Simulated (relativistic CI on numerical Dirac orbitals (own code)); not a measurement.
**Mn⁺: resonant inelastic scattering at the M2,3 edge**

Computed with this model: Dirac-Coulomb-Breit CI, KLI orbitals optimised for each configuration, model QED (radiative potential, 1s self-energy scaled to tabulated hydrogen-like ionisation energies), valence Slater integrals scaled by 0.9, Kramers-Heisenberg scattering through one core-hole configuration in a parametric crystal field; configurations [Ar] 3d6 → [Ne] 3s2 3p5 3d7; 80 K; core-hole width 1.2 eV; summed over polarisations. Incident energies are the highest absorption maxima for each field (at most a few, so the weaker spin-orbit partner edge can be absent), on the computed scale of the free ion. Intensities are in per cent of the strongest line above 0.02 eV; levels within 1 cm⁻¹ are merged; final levels count from the ground level, the first row holds all elastic scattering, lines under 0.4 are left out and each table stops after 24 rows. The scale of the Slater integrals is a model choice and moves the terms in proportion. The configuration is assumed, with all valence electrons in the open shell; the free ion's ground configuration is another.

Field parameters in Wybourne normalisation: D3d B²₀ = −7Dσ, B⁴₀ = −14Dq − 21Dτ, B⁴₃ = −14√(10/7) Dq. The field is a parameter set, without covalency.

S is read from ⟨S²⟩ = S(S + 1).

D3d, 10Dq = 9300, Dσ = -1200, Dτ = -40 cm⁻¹:

```tsv
Final level (eV)	Degeneracy	Irrep	S	50.5 eV	54.1 eV
0.000	2	E	2.00	96.9	368.5
0.011	1	A1	2.00	1.4	7.7
0.011	1	A2	2.00	1.4	8.3
0.022	2	E	2.00	0.4	0.9
0.032	2	E	2.00	1.3	10.9
0.043	2	A1+A2	2.00	5.4	54.4
0.530	1	A1	2.00	0.3	5.0
0.530	2	E	2.00	1.1	23.2
0.531	2	E	2.00	4.5	100.0
1.229	2	E	1.00	0.1	0.8
1.369	2	A1+A2	2.00	13.2	81.8
1.373	2	E	2.00	3.0	18.6
1.376	2	E	2.00	1.1	6.0
1.379	2	A1+A2	2.00	2.3	8.4
1.381	2	E	2.00	10.4	28.7
3.199	2		0.98	0.6	0.2
4.241	2		1.00	0.1	0.5
```

D3d, 10Dq = 9300, Dσ = -860, Dτ = -40 cm⁻¹:

| Final level (eV) | Degeneracy | Irrep | S | 50.5 eV | 54 eV |
| --- | --- | --- | --- | --- | --- |
| 0.000 | 2 | E | 2.00 | 86.3 | 346.2 |
| 0.010 | 1 | A1 | 2.00 | 1.1 | 8.2 |
| 0.011 | 1 | A2 | 2.00 | 1.2 | 9.1 |
| 0.020 | 2 | E | 2.00 | 0.3 | 1.0 |
| 0.030 | 2 | E | 2.00 | 1.4 | 13.0 |
| 0.040 | 2 | A1+A2 | 2.00 | 5.3 | 57.6 |
| 0.388 | 1 | A1 | 2.00 | 0.4 | 6.1 |
| 0.388 | 2 | E | 2.00 | 1.3 | 25.7 |
| 0.389 | 2 | E | 2.00 | 4.3 | 100.0 |
| 1.213 | 2 | E | 1.00 | 0.1 | 0.7 |
| 1.298 | 2 | A1+A2 | 2.00 | 11.3 | 64.1 |
| 1.301 | 2 | E | 2.00 | 3.0 | 16.7 |
| 1.303 | 2 | E | 2.00 | 1.2 | 6.4 |
| 1.305 | 2 | A1+A2 | 2.00 | 2.6 | 9.4 |
| 1.307 | 2 | E | 2.00 | 10.4 | 30.0 |
| 3.152 | 2 |  | 0.98 | 0.5 | 0.2 |
| 4.195 | 2 |  | 1.00 | 0.1 | 0.5 |

For the first field the strongest loss at the lowest incident energy is the level at 1.37 eV (S = 2.00, against 2.00 in the thermal ground state).
